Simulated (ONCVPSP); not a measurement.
Pseudopotential generation for Pm: ONCV, PBEsol, scalar-relativistic.

- Element: Pm
- Generator: ONCVPSP 4.0.1
- Type: optimised norm-conserving Vanderbilt (ONCV)
- Functional: PBEsol
- Relativity: scalar-relativistic
- Frozen core: [Kr] 4d10
- Valence charge: 15
- Reference configuration: 4f5 5s2 5p6 6s1.75 6p0.25
- Partial waves: 5s+6s: rc 2.05 bohr, ncon 4, nbas 7, qcut 5.7 1/bohr, 2 projectors; 5p+6p: rc 2.65 bohr, ncon 4, nbas 7, qcut 6.3 1/bohr, 2 projectors; d scattering state at 0.31 Ha: rc 2.85 bohr, ncon 4, nbas 8, qcut 3.4 1/bohr, 2 projectors, debl 1.7 Ha; 4f: rc 1.10 bohr, ncon 3, nbas 7, qcut 15.5 1/bohr, 2 projectors, debl 1 Ha
- Local potential: polynomial inside 0.80 bohr (lpopt 5, dvloc0 2 Ha)
- Core correction: Teter function, fcfact 4.5, rcfact 1.2

In the d channel the program set the typed energies aside and used 0.050, 1.750 Ha.

All-electron outer shells of the reference configuration (PBEsol, scalar-relativistic, ld1.x):

```tsv
shell	level (eV)	outermost node (bohr)	outermost maximum (bohr)
4d	-122.97	0.29	0.60
5s	-42.23	0.70	1.29
5p	-23.01	0.75	1.46
6s	-3.74	1.73	3.72
4f	-2.51	–	0.64
6p	-1.36	2.09	4.96
```

Problem. Estimate the cutoffs (Ha) at which the residual kinetic energy of the hardest occupied pseudo-wave falls to 1 and 0.1 mHa per electron.

Solution. 99 Ha and 110 Ha.

Problem. What does a ghost test show?

Solution. Ghosts flagged at negative energy: s at -455.7 eV, p at -117.7 eV, d at -47.4 eV; no localised positive-energy state flagged. A true bound ghost makes a file unfit for plane-wave use.

Problem. Which valence shell sets the plane-wave cutoff?

Solution. 4f: 99 Ha for 1 mHa per electron, against 12 Ha for 5s.

Tests left out (the all-electron energies of this program are off by 10 to 40 meV for near-neutral 4f atoms).
